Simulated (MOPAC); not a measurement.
A run for MOPAC: AM1 on BCl2HO (SMILES OB(Cl)Cl), a point of a torsion scan.

```
AM1 1SCF PRECISE CHARGE=0 THREADS=1
BCl2HO

O     -0.89282155 1    -0.46039382 1     0.28710453 1
B      0.27489201 1     0.14299880 1     0.08803803 1
Cl     1.24068746 1    -0.15028267 1    -1.33871931 1
Cl     0.99753368 1     1.00196868 1     1.40252434 1
H     -1.65676310 1    -0.41008875 1    -0.28258874 1
```

Output:

```
*******************************************************************************
 **                                                                           **
 **                              MOPAC v23.2.5                                **
 **                                                                           **
 *******************************************************************************
 ** MOPAC's Digital Object Identifier: https://doi.org/10.5281/zenodo.6511958 **
 **                                                                           **
 ** Please cite the open-source release paper for use of this MOPAC version:  **
 ** J. E. Moussa and J. J. P. Stewart (2026)                                  **
 ** MOPAC: An open-source semiempirical molecular orbital program             **
 ** J. Open Source Softw., 11(119), 8025, https://doi.org/10.21105/joss.08025 **
 *******************************************************************************

                              AM1 CALCULATION RESULTS

 *******************************************************************************
 *  AM1        - The AM1 Hamiltonian to be used
 *
 *
 *
 *                 CHARGE ON SYSTEM = 0
 *
 *
 *
 *  PRECISE    - TIGHTER CRITERIA TO BE USED
 *  1SCF       - DO 1 SCF AND THEN STOP
 *  THREADS=1  - MULTI-THREADING NOT USED
 *  T=         - A TIME OF 172800.0 SECONDS REQUESTED
 *  DUMP=N     - RESTART FILE WRITTEN EVERY 7200.0 SECONDS REQUESTED
 *******************************************************************************
AM1 1SCF PRECISE CHARGE=0 THREADS=1
 BCl2HO

   ATOM   CHEMICAL          X               Y               Z
  NUMBER   SYMBOL      (ANGSTROMS)     (ANGSTROMS)     (ANGSTROMS)

     1       O         -0.89282155  *  -0.46039382  *   0.28710453  *
     2       B          0.27489201  *   0.14299880  *   0.08803803  *
     3      Cl          1.24068746  *  -0.15028267  *  -1.33871931  *
     4      Cl          0.99753368  *   1.00196868  *   1.40252434  *
     5       H         -1.65676310  *  -0.41008875  *  -0.28258874  *



          CARTESIAN COORDINATES

    NO.       ATOM           X           Y           Z

     1         O         -0.8928     -0.4604      0.2871
     2         B          0.2749      0.1430      0.0880
     3        Cl          1.2407     -0.1503     -1.3387
     4        Cl          0.9975      1.0020      1.4025
     5         H         -1.6568     -0.4101     -0.2826

  H: (AM1): M.J.S. DEWAR ET AL, J. AM. CHEM. SOC. 107 3902-3909 (1985)
  B: (AM1): M.J.S. DEWAR ET AL, ORGANOMETALLICS, 7, 513-521 (1988)
  O: (AM1): M.J.S. DEWAR ET AL, J. AM. CHEM. SOC. 107 3902-3909 (1985)
 Cl: (AM1): M.J.S. DEWAR AND E. G. ZOEBISCH, THEOCHEM, 180, 1 (1988).

           Empirical Formula: H O B Cl2  =     5 atoms



      MOLECULAR POINT GROUP   :   C1


      RHF CALCULATION, NO. OF DOUBLY OCCUPIED LEVELS = 12


 -------------------------------------------------------------------------------
 AM1 1SCF PRECISE CHARGE=0 THREADS=1
 BCl2HO



     1SCF WAS SPECIFIED, SO BFGS WAS NOT USED
     SCF FIELD WAS ACHIEVED


                              AM1 CALCULATION
                                                       MOPAC v23.2.5 Linux




          FINAL HEAT OF FORMATION =       -132.90591 KCAL/MOL =    -556.07832 KJ/MOL


          COSMO AREA              =        106.21 SQUARE ANGSTROMS
          COSMO VOLUME            =         90.94 CUBIC ANGSTROMS

          IONIZATION POTENTIAL    =         11.936024 EV
          HOMO LUMO ENERGIES (EV) =        -11.936 -0.287
          NO. OF FILLED LEVELS    =         12
          MOLECULAR WEIGHT        =         98.7233         POINT GROUP:  C1

          MOLECULAR DIMENSIONS (Angstroms)

            Atom       Atom       Distance
            H     5   Cl     4     3.44656
           Cl     3    O     1     2.51799
           Cl     4    O     1     0.43768


          SCF CALCULATIONS        =          1





   ATOM   CHEMICAL          X               Y               Z
  NUMBER   SYMBOL      (ANGSTROMS)     (ANGSTROMS)     (ANGSTROMS)

     1       O         -0.89282155  *  -0.46039382  *   0.28710453  *
     2       B          0.27489201  *   0.14299880  *   0.08803803  *
     3      Cl          1.24068746  *  -0.15028267  *  -1.33871931  *
     4      Cl          0.99753368  *   1.00196868  *   1.40252434  *
     5       H         -1.65676310  *  -0.41008875  *  -0.28258874  *

                             CARTESIAN COORDINATES

   1    O       -0.892821550    -0.460393820     0.287104530
   2    B        0.274892010     0.142998800     0.088038030
   3   Cl        1.240687460    -0.150282670    -1.338719310
   4   Cl        0.997533680     1.001968680     1.402524340
   5    H       -1.656763100    -0.410088750    -0.282588740


           Empirical Formula: H O B Cl2  =     5 atoms



      MOLECULAR POINT GROUP   :   C1


                  EIGENVALUES
 -38.73763 -37.42637 -37.20214 -23.52007 -18.99995 -16.79786 -15.73434 -13.28521
 -12.62250 -12.47607 -12.27335 -11.93602  -0.28679   0.97493   3.06916   3.81083
   6.67681


              NET ATOMIC CHARGES AND DIPOLE CONTRIBUTIONS

  ATOM NO.   TYPE          CHARGE      No. of ELECS.   s-Pop       p-Pop
    1          O          -0.354288        6.3543     1.80102     4.55327
    2          B           0.271557        2.7284     1.13857     1.58987
    3         Cl          -0.134202        7.1342     1.98157     5.15263
    4         Cl          -0.077805        7.0778     1.98026     5.09754
    5          H           0.294738        0.7053     0.70526
 DIPOLE           X         Y         Z       TOTAL
 POINT-CHG.    -1.640     0.112    -0.435     1.700
 HYBRID        -0.410     0.082    -0.499     0.651
 SUM           -2.050     0.194    -0.934     2.261


          ATOMIC ORBITAL ELECTRON POPULATIONS

     Atom    s        px        py        pz
    1  O   1.80102   1.27082   1.68430   1.59814
    2  B   1.13857   0.60489   0.40414   0.58084
    3 Cl   1.98157   1.74402   1.91267   1.49594
    4 Cl   1.98026   1.82828   1.73472   1.53454
    5  H   0.70526

 **********************
 *                    *
 * JOB ENDED NORMALLY *
 *                    *
 **********************




 == MOPAC DONE ==
```

The run finished.

Cost: very roughly 0.05 core-seconds.
